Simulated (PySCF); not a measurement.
In(F)(Br)(NH2) (BrFH2InN), SMILES [F][In]([NH2])[Br]. The structure is a stationary point at PBE0-D3(BJ)/def2-SVP. The structure was generated by enumeration; whether it is a known compound was not checked. The def2 effective core potentials stand for the cores of In; spin–orbit coupling is left out. The values are those of a single conformer.

Calculation: PySCF with PBE0-D3(BJ)/def2-SVP.

Harmonic wavenumbers (cm⁻¹): 89, 124, 125, 252, 264, 441, 611, 639, 812, 1518, 3567, 3679. Rotational constants (GHz): 4.802, 1.237, 0.9853; symmetry number 1.

Question: Work out the zero-point energy and the ideal-gas rigid-rotor harmonic-oscillator thermochemistry at 298.15 K and 1 atm.

Answer: ZPE = ½ Σ hcν = ½ × 12120 cm⁻¹ = 17.33 kcal/mol. H − E(el) = 22.04 kcal/mol. Entropy in cal/(mol K): translation 42.20, rotation 28.40, vibration 14.94, total 85.54. G − E(el) = -3.47 kcal/mol. Cp = 21.30 cal/(mol K). Modes under 150 cm⁻¹ make the vibrational entropy uncertain.
